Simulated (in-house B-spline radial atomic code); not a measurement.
Si⁻. Computed with a B-spline radial atomic code. Model: all-electron spherical atom, spin shells full or empty, radial basis limit, no spin-orbit coupling: exact exchange with a local potential (Slater, KLI or optimised effective potential, whose far tail is KLI's), no correlation.

Anion configuration assumed.

Exchange potential has not reached -1/r at the last radius.

The run also made RPA and GW results, which its time includes.

The Slater potential averages the orbital exchange potentials with the orbital densities as weights, KLI adds orbital constants, and the optimised effective potential minimises the exact-exchange energy among local potentials. So their energies lie above Hartree-Fock in the order OEP, KLI, Slater. All fall off as −1/r, unlike LDA and GGA exchange.

Command:
```bash
python run_gw.py task.json out
```
Settings (nuclear radius in fm, other lengths in bohr, energies in hartree):
```
Z                      14
electrons              15
configuration          [Ne] 3s2 3p3
hamiltonian            x2c
method                 oep
lmax                   9
rms_radius             3.1224
spin_polarised         True
box_radius             60
intervals              113
```

Cost of the run: 12 s on 1 thread of Intel(R) Xeon(R) Platinum 8175M CPU @ 2.50GHz (Skylake/Cascade Lake), on a shared host.

Given: hamiltonian one-electron scalar X2C; mean-field start exchange-only OEP.

Computed: energy above Hartree-Fock 4.296 millihartree.

| radius (bohr) | r times exchange potential up (hartree bohr) | r times exchange potential down (hartree bohr) |
| --- | --- | --- |
| 0.00357 | -0.039562 | -0.039756 |
| 0.00445 | ? | ? |
| 0.00555 | -0.061337 | -0.061639 |
| 0.00692 | -0.076289 | -0.076665 |
| 0.00862 | -0.094667 | -0.095134 |
| 0.0107 | -0.11686 | -0.11744 |
| 0.0134 | -0.14509 | -0.14581 |
| 0.0167 | -0.17858 | -0.17948 |
| 0.0208 | -0.21843 | -0.21955 |
| 0.0259 | -0.26502 | -0.2664 |
| 0.0323 | -0.31846 | -0.32016 |
| 0.0403 | -0.37709 | -0.37919 |
| 0.0502 | -0.43716 | -0.43973 |
| 0.0626 | -0.49386 | -0.49699 |
| 0.0781 | -0.53827 | -0.54205 |
| 0.0973 | -0.55753 | -0.56199 |
| 0.121 | -0.5361 | -0.5408 |
| 0.151 | -0.47157 | -0.47447 |
| 0.188 | -0.44844 | -0.44736 |
| 0.235 | -0.57339 | -0.57355 |
| 0.293 | -0.74325 | -0.74831 |
| 0.365 | -0.87582 | -0.88471 |
| 0.455 | -0.9651 | -0.97824 |
| 0.567 | -0.99164 | -1.0103 |
| 0.707 | -0.93012 | -0.95956 |
| 0.881 | -0.73964 | -0.80937 |
| 1.1 | -0.48978 | -0.57309 |
| 1.37 | -0.70972 | -0.60966 |
| 1.71 | -0.9546 | -0.80645 |
| 2.13 | -1.1108 | -0.89103 |
| 2.65 | -1.2223 | -0.94351 |
| 3.3 | ? | ? |
| 4.12 | -1.2528 | -0.99265 |
| 5.13 | -1.1979 | -0.99856 |
| 6.4 | -1.1354 | -0.99983 |
| 7.97 | -1.0861 | -1.0001 |
| 9.94 | -1.0536 | -1 |

Task: What belongs in the row 0.00445?

Result: r times exchange potential up (hartree bohr): -0.049264; r times exchange potential down (hartree bohr): -0.049505.

Task: What belongs in the row 3.3?

Result: r times exchange potential up (hartree bohr): -1.2697; r times exchange potential down (hartree bohr): -0.97658.

| occupied | level (hartree) | Hartree-Fock level (hartree) |
| --- | --- | --- |
| 1s up | -65.478 | -68.724 |
| 1s down | -65.514 | -68.713 |
| 2s up | -5.044 | -5.9293 |
| 2s down | ? | ? |
| 2p up | ? | ? |
| 2p down | -3.4314 | -3.9857 |
| 3s up | -0.28368 | -0.40228 |
| 3s down | -0.20621 | -0.2063 |
| 3p up | -0.060703 | -0.06173 |

Task: What belongs in the row 2s down?

Result: level (hartree): -5.08; Hartree-Fock level (hartree): -5.9181.

Task: What belongs in the row 2p up?

Result: level (hartree): -3.4002; Hartree-Fock level (hartree): -4.0089.

The highest level, 3p up, differs from Hartree-Fock by +0.028 eV and the deepest, 1s down, by +87.1 eV: a local potential can match the highest level but can't give each shell its own exchange.
